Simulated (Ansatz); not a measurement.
Reactions of C$_{2}$H$_{9}$NOSi (`CC(N)O[SiH3]`).

Program: Ansatz. Geometries: PBE0-D4/def2-TZVP. ΔE: electronic, gas phase. CBS: MP2 limit from def2 TZ/QZ plus the TZ coupled-cluster correction, frozen cores. This one scheme is used for every species, atoms too. For atomizations the MP2-based limit and the directly extrapolated one differ by several kJ/mol either way, and by 10 to 25 for some Ge, Se and Sn compounds, so smaller differences from it don't rank the levels. DFT in def2-TZVPP. Open shells (•) are unrestricted, without spin–orbit coupling. Spin–orbit coupling would lower the free atoms: a little for C, O, Si. One conformer a species, not always the lowest.

```tsv
reaction	ωB97M-V (kcal/mol)	HF/CBS(def2) (kcal/mol)	PBE-D4 (kcal/mol)
`CC(N)O[SiH3]` + H–F → `NC(F)O[SiH3]` + CH₄	-3.8	-6.7	-3.4
`CC(N)O[SiH3]` + H₂O → `CC(N)O` + silanol	0.6	-0.7	0.9
`CC(N)O[SiH3]` → `CO[SiH2]CN`	5.7	6.3	5.4
`CC(N)O[SiH3]` → 2 C• + 9 H• + N• + O• + Si•	1220.6	883.2	1232.1
`CC(N)O[SiH3]` → `NCCO[SiH3]`	8.6	7.0	8.8
```

Give the CCSD(T)/CBS values in the same order. (Estimate.)

The calculation gave: -0.1, 1.3, 6.0, 1217.9, 8.3 kcal/mol.

Largest T1 diagnostic: 0.012, for Si•.
